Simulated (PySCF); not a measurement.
Method: PySCF with PBE0-D3(BJ)/def2-TZVP. All species are isolated molecules in the gas phase. One relaxed conformer stands for a flexible species; it need not be the lowest. Delta-SCF ions had no search for a lower state. Excitations are Tamm–Dancoff values on a coarser integration grid. The basis has no diffuse functions, so Rydberg states are missing or too high.

Reference species (SMILES): `C=C(S)SS` (neutral, multiplicity 1).

```
Quantity                                   Value
--------------------------------------  --------
LUMO                                    -0.86 eV
T1 excitation (TDA)                      3.72 eV
vertical ionisation energy (Delta-SCF)   8.57 eV
HOMO                                    -6.75 eV
```

Changed species: `S/C=C/SS`.

**Question.** Give the shifts of the LUMO, T1 excitation (TDA), vertical ionisation energy (Delta-SCF) and HOMO.

**Answer.** the LUMO drops by 0.24 eV, to -1.10 eV; the T1 excitation (TDA) decreases by 0.43 eV, to 3.29 eV; the vertical ionisation energy (Delta-SCF) decreases by 0.29 eV, to 8.28 eV; the HOMO increases by 0.28 eV, to -6.47 eV.
